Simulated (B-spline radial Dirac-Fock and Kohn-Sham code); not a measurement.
# Kohn-Sham estimates against Dirac-Fock for the levels of Ti

System: atomic titanium, configuration [Ar] 3d3 4s1 (not the ground configuration).

The density-functional columns are spherical, spin-unpolarised Dirac-Kohn-Sham results without Breit or QED terms: −ε is minus the orbital energy of the initial state and ΔSCF the difference of two total energies. The reference in the last column comes from Dirac-Fock (average of configuration) total-energy differences with a finite nucleus, the Breit interaction including its frequency dependence, and self-energy and vacuum-polarisation corrections. All numbers are from a radial atomic solver, in eV; a selection of levels is shown. The Kohn-Sham columns are given as differences from the reference.

| level | LDA −ε − DF | LDA ΔSCF − DF | Dirac-Fock |
| --- | --- | --- | --- |
| K (1s) | -118.7 | +7.9 | 4970.7 |
| L1 (2s) | -36.0 | -17.0 | 567.6 |
| L2 (2p1/2) | -22.1 | +0.7 | 466.0 |
| L3 (2p3/2) | -22.2 | +0.3 | 460.4 |
| M2 (3p1/2) | -5.0 | +0.6 | 40.99 |
| M3 (3p3/2) | -5.0 | +0.6 | 40.38 |
| M4,5 (3d) | -2.0 | +2.4 | 4.10 |
| N1 (4s) | -1.3 | +1.3 | 5.20 |

Values without a named source are computed, but for edge energies of neutral atoms, which are taken from tables.
